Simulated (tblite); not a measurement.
Species: C₆H₉FSi₂.
Numbering: `[CH:1]#[C:2]/[CH:3]=[CH:4]/[Si:5]1([F:6])[CH2:7][SiH2:8][CH2:9]1` (hydrogens: H10 on C1; H11 on C3; H12 on C4; H13, H14 on C7; H15, H16 on Si8; H17, H18 on C9)

Geometry (GFN2-xTB, Å), atoms numbered from 1 in this order:
```xyz
18
C6H9FSi2 angstrom
C      4.4046   -1.0967   -0.4174
C      3.2507   -0.8132   -0.2360
C      1.8981   -0.4855   -0.0245
C      1.0825   -0.0531   -0.9908
Si    -0.7160    0.3645   -0.7065
F     -1.3027    0.7978   -2.1624
C     -1.1983    1.6318    0.6404
Si    -2.3208    0.3473    1.5245
C     -1.8426   -0.9154    0.1582
H      5.4120   -1.3418   -0.5777
H      1.5415   -0.6095    0.9911
H      1.4819    0.0569   -1.9908
H     -1.7286    2.4978    0.2541
H     -0.3765    2.0130    1.2398
H     -3.7385    0.7027    1.5663
H     -1.8448   -0.0268    2.8588
H     -1.3372   -1.8069    0.5188
H     -2.6741   -1.2566   -0.4519
```

Calculated harmonic vibrations of the isolated species, GFN2-xTB (tblite), most abundant isotopes, no scaling. Errors from tens to a few hundred cm⁻¹ against measured bands are possible. Modes of hydrogen on silicon can be 10 to 20 % off. One conformer, not necessarily the lowest.

Harmonic wavenumbers (cm⁻¹): 25.3, 44.6, 72.7, 87.8, 155.3, 155.8, 181.5, 219.1, 291.8, 328.2, 367.2, 433.5, 452.6, 485.6, 600.3, 607.2, 618.2, 640.3, 667.8, 673.2, 692.2, 729.0, 739.5, 767.2, 773.8, 804.7, 863.3, 911.0, 953.5, 991.8, 1035.7, 1086.5, 1092.3, 1190.8, 1280.8, 1458.8, 1460.3, 1625.7, 2237.2, 2243.1, 2266.3, 3013.3, 3016.4, 3023.2, 3024.4, 3030.9, 3053.5, 3394.0.

A = 2048, B = 594.7, C = 516.1 MHz; mass 156.023 u (most abundant isotopes); point group Cs, symmetry number 1.

Zero-point energy?

½Σν̃ = 26934 cm⁻¹ = 77.01 kcal/mol.

Give the ideal-gas entropy at 273.15 K and 1 bar in the rigid-rotor, harmonic-oscillator model (classical rotation).

Translation 40.64, rotation 30.35, vibration 36.17: S = 107.2 cal/(mol K).

And Cp and H(273.15 K) − H(0)?

Cp = 42.96 cal/(mol K), of which vibrations give 35.01 (their classical limit is 48 R = 95.4); H(273.15 K) − H(0) = 7.13 kcal/mol without the zero-point energy, 4.96 from vibrations.

What must be added to the electronic energy to get the Gibbs energy at 273.15 K and 1 bar?

ZPE + [H(273.15 K) − H(0)] − T·S = 77.01 + 7.13 − 29.27 = 54.87 kcal/mol.

Blend soft modes into free rotors: weight 1/[1 + (100 cm⁻¹/ν̃)⁴] for the oscillator and the rest for a rotor with moment μB/(μ + B), μ = h/(8π²ν), B = 10⁻⁴⁴ kg m². What vibrational entropy results?

32.02 cal/(mol K) in place of 36.17, which changes −T·S at 273.15 K by +1.13 kcal/mol.

Hindered rotation and anharmonicity are outside this model. Other conformers, if any are populated, would add a mixing term that is left out.

Hardware: one thread of an Arm Neoverse N1, shared host. Cost: 1.5 s wall. This covers the Hessian and the dipole derivatives.
